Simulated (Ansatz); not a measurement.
Input for Ansatz (a first-principles code):
Ansatz 0.2 input:
```yaml
crystal:
  periodic: [false, false, false]
  atoms:
    - {symbol: B, position_ang: [0.02311075, -0.02561414, -0.04921018]}
    - {symbol: Br, position_ang: [-1.49825614, -1.12516606, -0.11448166]}
    - {symbol: Br, position_ang: [-0.00814874, 1.66498657, -0.86696568]}
    - {symbol: Br, position_ang: [1.50310335, -0.53616135, 0.98847737]}
basis:
  gaussian:
    orbitals: pcseg-0.json
hamiltonian:
  xc: r2scan
```
The basis file holds pcseg-0 in the JSON format of the Basis Set Exchange.

Task: What number of basis functions does Ansatz with R2SCAN/pcseg-0 give?

Result: 75

Task: Estimate the total energy that R2SCAN/pcseg-0 returns for this input.

Result: -7737.931869 Ha
